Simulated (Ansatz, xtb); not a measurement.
Molecule: sum formula SiH$_{2}$Cl$_{2}$ (charge +1, doublet). 
Structure (B3LYP-D3(BJ)/def2-TZVP (Ansatz, a first-principles code) minimum search):
```
Si
H 1 1.4753
H 1 1.5713 2 110.59
Cl 1 2.0130 2 114.86 3 109.11
Cl 1 2.0130 2 114.86 3 -109.11
```
Charge +1, spin multiplicity 2.

Harmonic wavenumbers from GFN2-xTB (xtb, at its own minimum), cm⁻¹: 145, 247, 320, 338, 418, 573, 598, 1885, 2022.

### Question
Give the harmonic wavenumbers at B3LYP-D3(BJ)/def2-TZVP (Ansatz, finite differences of forces, unscaled).

### Answer
180, 222, 253, 453, 609, 629, 695, 1618, 2214 cm⁻¹. Zero-point energy 9.8 kcal/mol.

### Question
From these and the geometry, give the ideal-gas thermochemistry at 298.15 K and 1 atm (rigid rotor, harmonic oscillator).

### Answer
Point group Cs, rotational symmetry number 1. Rotational constants 17.02, 2.359, 2.125 GHz. S(trans) 39.75, S(rot) 25.74, S(vib) 7.92, S(elec, spin only) 1.38, S 74.8 cal/(mol K). H(298) - H(0) 3.80 kcal/mol; G - E(el) -8.7 kcal/mol.
